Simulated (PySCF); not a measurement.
SMILES CCB(F)Cl at its PBE0/def2-SVP optimised geometry (Å):

```
10

B     -1.1971    -0.2371     0.0000
F     -1.8942     0.8834     0.0000
Cl    -2.1245    -1.7378     0.0028
C      0.3648    -0.2371     0.0000
C      1.0272     1.1353    -0.0194
H      0.6896    -0.8545    -0.8579
H      0.6857    -0.8270     0.8789
H      0.7330     1.7378     0.8535
H      0.7425     1.7078    -0.9155
H      2.1245     1.0562    -0.0124
```

Method: PBE0/def2-TZVP (PySCF).

Map of the log10 of the electron density (e/bohr³), floored at −4 on the plane z = 0.8 Å:

```
|0000000000000000000000000000000|
|0000000000000000000000000000000|
|0000000000000000000000000000000|
|0000000000000000000000000000000|
|0000000000000001122110000000000|
|0000000000000012333322100000000|
|0000000000001134455443210000000|
|0000001122222245666654322100000|
|0000012334333346788765433210000|
|0000123455543456899876544210000|
|0000235667654456899877654321000|
|0001245778765456789877665321000|
|0001346788775556788877665321000|
|0001346788776666777776654320000|
|0001245677776677777765543210000|
|0001234567777777887765432100000|
|0012345566777778898764321000000|
|0123455677777778999764320000000|
|0124566777776677899764310000000|
|0234567888776667788754210000000|
|0234678898876555666543200000000|
|0234678998876544555432100000000|
|0134578888875433333321000000000|
|0124567787765432222110000000000|
|0023456676654321100000000000000|
|0012345555543210000000000000000|
|0001233444332100000000000000000|
|0000112222221000000000000000000|
|0000000111100000000000000000000|
|0000000000000000000000000000000|
|0000000000000000000000000000000|
```
Scale: ten equal steps from -4.00 (start of '0') to -0.532 (end of '9'), in the order '0123456789'; x runs from -4.50 to 4.50, y from -4.50 (bottom) to 4.50 (top).
